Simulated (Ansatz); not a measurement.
Consider the hydrogenolysis of a B–C bond: `CB(F)C=O` + H₂ → `CBF` + `C=O`.

Computed with Ansatz on PBE0-D4/def2-TZVP structures; ΔE is electronic, products minus reactants. CCSD(T)/CBS is the MP2 limit (def2-TZVPP, def2-QZVPP) plus CCSD(T) − MP2 in def2-TZVPP, frozen cores. This one scheme is used for every species. DFT in def2-TZVPP. HSE06 is defined as in plane-wave codes. Each species was taken in one conformer, which may not be the lowest.

`CB(F)C=O`:

Cartesian coordinates in Å:
```
C 1.052 -0.649 0.207
B -0.236 0.158 0.518
F -0.619 0.398 1.756
C -1.194 0.745 -0.645
O -2.166 1.420 -0.407
H 1.642 -0.893 1.090
H 1.682 -0.115 -0.513
H 0.777 -1.585 -0.297
H -0.938 0.521 -1.709
```

H₂:

Z-matrix (Å, degrees):
```
H
H 1 0.746
```

`CBF`:

Z-matrix (Å, degrees):
```
C
B 1 1.553
H 1 1.096 2 109.6
H 1 1.091 2 114.0 3 122.5
H 1 1.096 2 109.7 3 -114.9
F 2 1.327 1 120.6 3 -122.2
H 2 1.202 1 123.5 3 57.8
```

`C=O`:

Z-matrix (Å, degrees):
```
C
O 1 1.195
H 1 1.109 2 122.0
H 1 1.109 2 122.0 3 -180.0
```

```json
{"level": "HSE06-D4", "ΔE (kcal/mol)": "-7.6", "difference from CCSD(T)/CBS": "0.1"}
{"level": "ωB97X-V", "ΔE (kcal/mol)": "-7.8", "difference from CCSD(T)/CBS": "-0.1"}
{"level": "ωB97M-V", "ΔE (kcal/mol)": "-7.5", "difference from CCSD(T)/CBS": "0.2"}
{"level": "PBE-QIDH", "ΔE (kcal/mol)": "-8.5", "difference from CCSD(T)/CBS": "-0.8"}
{"level": "r2SCAN", "ΔE (kcal/mol)": "-7.0", "difference from CCSD(T)/CBS": "0.7"}
{"level": "r2SCAN0", "ΔE (kcal/mol)": "-8.1", "difference from CCSD(T)/CBS": "-0.4"}
{"level": "HSE06", "ΔE (kcal/mol)": "-8.5", "difference from CCSD(T)/CBS": "-0.8"}
{"level": "LC-ωPBE", "ΔE (kcal/mol)": "-8.5", "difference from CCSD(T)/CBS": "-0.8"}
{"level": "CCSD/def2-SVP", "ΔE (kcal/mol)": "-9.1", "difference from CCSD(T)/CBS": "-1.4"}
{"level": "CCSD/def2-TZVPP", "ΔE (kcal/mol)": "-9.0", "difference from CCSD(T)/CBS": "-1.3"}
{"level": "CCSD(T)/CBS", "ΔE (kcal/mol)": "-7.7", "difference from CCSD(T)/CBS": "0"}
```

Largest T1 diagnostic among the species: 0.015.

The D4 term adds +1.6 kcal/mol with B3LYP and +0.9 kcal/mol with PBE0; it sums over pairs of atoms, weighted by their polarisabilities, and B3LYP, whose exchange is more repulsive, gets the larger term. From BLYP to BHLYP (50 % exact exchange), in def2-TZVPP and without D4, ΔE moves by −1.7 kcal/mol.

B3LYP here is the variant with VWN-RPA as its local correlation; programs differ in this.
